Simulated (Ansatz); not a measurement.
Geometry optimisation, Ansatz 0.2.0, RKS r2SCAN/def2-SVP.

Input:

```yaml
crystal:
  periodic: [false, false, false]
  atoms:
    - { symbol: Si, position_ang: [-0.5878, 1.7851, 0.0528] }
    - { symbol: As, position_ang: [-0.4887, -0.246, 1.0772] }
    - { symbol: C, position_ang: [0.6107, -0.9913, -0.3687] }
    - { symbol: S, position_ang: [-0.21581, -0.79568, -1.98113] }
    - { symbol: H, position_ang: [-0.9879, 1.6401, -1.3922] }
    - { symbol: H, position_ang: [0.6588, 2.5349, 0.1363] }
    - { symbol: H, position_ang: [-1.6465, 2.6364, 0.7082] }
    - { symbol: H, position_ang: [-1.7634, -0.7398, 0.4026] }
    - { symbol: H, position_ang: [0.67211, -2.1275, -0.18966] }
    - { symbol: H, position_ang: [1.57825, -0.55489, -0.38176] }
    - { symbol: H, position_ang: [-1.34367, -1.52334, -1.62795] }
basis:
  gaussian: { orbitals: def2-SVP }
hamiltonian:
  xc: r2scan
relax:
  f_tol: 0.015
  max_steps: 40
```

Launched with:

```bash
$ ansatz run input.yaml --threads 2 --pin off --max-ram 3072MiB --backend cpu --events-out ev --progress --plain --runs-dir out
```

Q: Where does it end, and by what steps?

A: The forces met the threshold. After 11 steps the energy has fallen by 0.558 eV; H5 moved furthest, 0.71 Å.

```csv
step,energy less start (eV),largest force component (eV/Å),accepted
0,0.0000,2.693,yes
1,-0.4033,0.892,yes
2,-0.4816,0.351,yes
3,-0.4962,0.693,yes
4,-0.5174,0.137,yes
5,-0.5320,0.062,yes
6,-0.5391,0.228,yes
7,-0.5464,0.174,yes
8,-0.5549,0.081,yes
9,-0.5565,0.072,yes
10,-0.5463,0.197,no
11,-0.5576,0.010,yes
```

```xyz
11
Properties=species:S:1:pos:R:3
Si -0.755 1.852 -0.027
As -0.491 -0.223 1.111
C 0.588 -1.147 -0.294
S 0.246 -0.821 -2.051
H -1.655 1.805 -1.215
H 0.600 2.340 -0.420
H -1.336 2.804 0.969
H -1.835 -0.757 0.617
H 0.550 -2.228 -0.081
H 1.631 -0.827 -0.143
H -1.058 -1.180 -2.029
```

Whether the end is a true minimum wasn't checked by a vibrational analysis.

Time of the run: 55 s on 2 threads of Arm Neoverse V2, on a shared host, peak memory 0.19 GiB.
